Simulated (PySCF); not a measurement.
# Polarisability and C₆ of Nb²⁸⁺ (niobium, charge +28)

[Ne] 3s2 3p1, 2P determinant. Computed with PySCF 2.14 in an even-tempered Gaussian basis (18 s from 3.4 bohr⁻², ratio 2.5; 12 p from 4.4 bohr⁻², ratio 2.5; 5 d from 19 bohr⁻², ratio 2.7; 4 f from 28 bohr⁻², ratio 2.7), with scalar relativity by spin-free X2C-1e. Coupled (time-dependent) response in atomic units; α is the mean over directions.

```
method  mean α (bohr³)               α xx, yy, zz  C₆ (like pair)     S(−4)
   UHF         0.04107  0.04627, 0.03067, 0.04627        0.005387  0.002840
  PBE0         0.03996  0.04517, 0.02955, 0.04517        0.005141  0.002736
```

S(−4) is the Cauchy moment in α(ω) = α(0) + S(−4) ω² + …

Spin-orbit coupling is absent.

α(iu) at UHF:

| u (hartree) | α(iu) (bohr³) |
| --- | --- |
| 0 | 0.04107 |
| 0.400 | 0.04062 |
| 0.800 | 0.03934 |
| 1.60 | 0.03501 |
| 2.40 | 0.02977 |
| 3.20 | 0.02482 |
| 4.00 | 0.02064 |
| 6.00 | 0.01352 |
| 8.00 | 0.009549 |
| 12.0 | 0.005726 |
| 20.0 | 0.003130 |

A single London oscillator, α(iu) = α/(1 + u²/ω²), gives C₆ = (3/4) ω α². Matching the computed C₆ needs ω = 4 × 0.005387 / (3 × 0.04107²) = 4.26 hartree.

For an ion, C₆ is the dispersion term alone; charge-induced terms of lower order in 1/R come first.

The components differ because the open shell of this determinant is not spherical; for a pure term their mean is the scalar polarisability.

Spin-orbit coupling, absent here, splits the open shell strongly.
